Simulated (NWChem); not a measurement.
# Correlation energy of HSi

```xyz
2

Si     0.0000     0.0000     0.1027
H      0.0000     0.0000    -1.4375
```
Charge 0, spin multiplicity 2.

Program: NWChem. All single points use one geometry, from UPBE0/def2-SVP, a minimum by its harmonic frequencies.

Basis set: 6-31G*. Each correlation energy counts from its own Hartree-Fock reference.

```json
[
 {"method": "CCSD on ROHF", "correlation energy (mHa)": "-76.9"},
 {"method": "CCSD(T) on UHF", "correlation energy (mHa)": "-75.2"},
 {"method": "CCSD[T] on UHF", "correlation energy (mHa)": "-75.2"},
 {"method": "CCSD on UHF", "correlation energy (mHa)": "-73.8"},
 {"method": "CCSDT on ROHF", "correlation energy (mHa)": "-78.8"},
 {"method": "CCSD[T] on ROHF", "correlation energy (mHa)": "-78.4"},
 {"method": "SCS-UMP2", "correlation energy (mHa)": "-58.0"},
 {"method": "UMP2", "correlation energy (mHa)": "-52.5"},
 {"method": "CCSD(T) on ROHF", "correlation energy (mHa)": "-78.4"}
]
```

The values span 26.2 mHa, from CCSDT on ROHF (lowest) to UMP2 (highest). 

The correlated methods keep 5 core orbitals frozen. The Pople sets run with spherical d functions. This spin state was chosen for the runs; another may lie lower. The structure started from a generated list of species. The unpaired electrons of the parent sit in orbitals of symmetry b2 (C2v labels of the run); other states weren't searched. No SCF solution was tested for a lower state. Open-shell Hartree-Fock references start from PBE0 orbitals. No row is a measurement; the coupled-cluster row has its own basis-set and correlation limits.
